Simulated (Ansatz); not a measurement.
Isolated molecules relaxed with PBE0-D4/def2-TZVP in Ansatz; ΔE leaves out vibrations. CCSD(T)/CBS is the MP2 limit (def2-TZVPP, def2-QZVPP) plus CCSD(T) − MP2 in def2-TZVPP, frozen cores. This one scheme is used for every species. DFT in def2-TZVPP. Open shells (•) are unrestricted, without spin–orbit coupling. For Ge outer-core shells are correlated without core-valence functions, which leaves a few kJ/mol of doubt a bond. Scalar relativity is left out up to krypton.

`[SiH3][O][GeH3]` + `[SiH3]`• → `[SiH2][O][GeH3]`• + SiH₄  (hydrogen abstraction from the Si–H bond)

```json
{"level": "CAM-B3LYP-D4", "ΔE (kJ/mol)": "0.9"}
{"level": "r2SCAN0", "ΔE (kJ/mol)": "3.5"}
{"level": "RPA@PBE/def2-TZVPP", "ΔE (kJ/mol)": "3.9"}
{"level": "MP2/def2-QZVPP", "ΔE (kJ/mol)": "4.8"}
```

**Question.** What does CCSD(T)/CBS give? (Best estimate.)

**Answer.** Computed: +4.3 kJ/mol. The listed levels differ from it by -3.4, -0.8, -0.4, 0.5 kJ/mol.

Largest T1 diagnostic among the species: 0.015.

Leaving LDA and LC-ωPBE aside and taking each functional with its dispersion term where it has one, the values, not all of them listed here, spread over 8.0 kJ/mol, from BLYP-D4 to PBE-QIDH. From PBE to PBE0 (25 % exact exchange), in def2-TZVPP and without D4, ΔE moves by +3.8 kJ/mol.
